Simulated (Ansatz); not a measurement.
`N[SiH](F)[SeH]` + `OPO` → `OP(O)[SeH]` + `N[SiH2]F`  (ligand exchange at the Se–Si bond)

Gas-phase electronic energies from Ansatz, PBE0-D4/def2-TZVP geometries. CCSD(T)/CBS is the MP2 limit (def2-TZVPP, def2-QZVPP) plus CCSD(T) − MP2 in def2-TZVPP, frozen cores. Functionals use def2-TZVPP. HSE06 is defined as in plane-wave codes. For Se outer-core shells are correlated without core-valence functions, which leaves a few kJ/mol of doubt a bond. Scalar relativity is left out up to krypton. Each species was taken in one conformer, which may not be the lowest.

| level | ΔE (eV) |
| --- | --- |
| PBE-D4 | 0.24 |
| ωB97X-V | 0.38 |
| revPBE | 0.24 |
| r2SCANh | 0.30 |
| HSE06 | 0.32 |
| CCSD(T)/def2-SVP | 0.39 |
| HF/def2-TZVPP | 0.45 |
| HF/CBS(def2) | 0.44 |

Q: What does CCSD(T)/CBS give? (Estimate.)

A: Computed: +0.36 eV. The listed levels differ from it by -0.12, 0.02, -0.12, -0.06, -0.04, 0.03, 0.09, 0.08 eV.

Largest T1 diagnostic among the species: 0.013.

From r2SCAN to r2SCAN0 (25 % exact exchange), in def2-TZVPP and without D4, ΔE moves by +0.06 eV. Leaving LDA and LC-ωPBE aside and taking each functional with its dispersion term where it has one, the values, not all of them listed here, spread over 0.18 eV, from BLYP-D4 to PBE-QIDH.
